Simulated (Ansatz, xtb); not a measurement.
# Worked example: NaF + SiH3I → NaI + SiH3F

Species: NaF, singlet; SiH3I `[SiH3]I`, singlet; NaI (Sodium Iodide), singlet; SiH3F `F[SiH3]`, singlet. The partners trade F for I: Na–F and Si–I bonds give way to Na–I and Si–F.

Shapes, held fixed at every level: PBE0-D4/def2-TZVP. Programs: Ansatz 0.2.0, xtb 6.7.1. The zero-point and thermal change to 298 K, harmonic and unscaled (PBE0-D4/def2-TZVP), is +3.3 kJ/mol.

At CCSD(T)/def2-TZVPP; 1 Eh = 2625.50 kJ/mol:

```
species  energy (Eh)
    NaF  -261.818250
  SiH3I  -588.021398
    NaI  -459.252961
  SiH3F  -390.646953
```

Q: Work out ΔH(298 K) of the reaction at this level.

A: 
1. Products less reactants: (-459.252961) + (-390.646953) − [(-261.818250) + (-588.021398)] = -0.060266 Eh = -158.2 kJ/mol.
2. With the thermal change: -158.2 + (+3.3) = -154.9 kJ/mol.

Other levels give -197.5 (HF/def2-TZVPP) to -149.5 kJ/mol (wB97X-V/def2-TZVPP). No measured value is set beside it here. For atoms past krypton def2 sets carry core potentials with scalar relativity. Correlated rows may include outer-core shells of I, Na, which these sets cover unevenly.
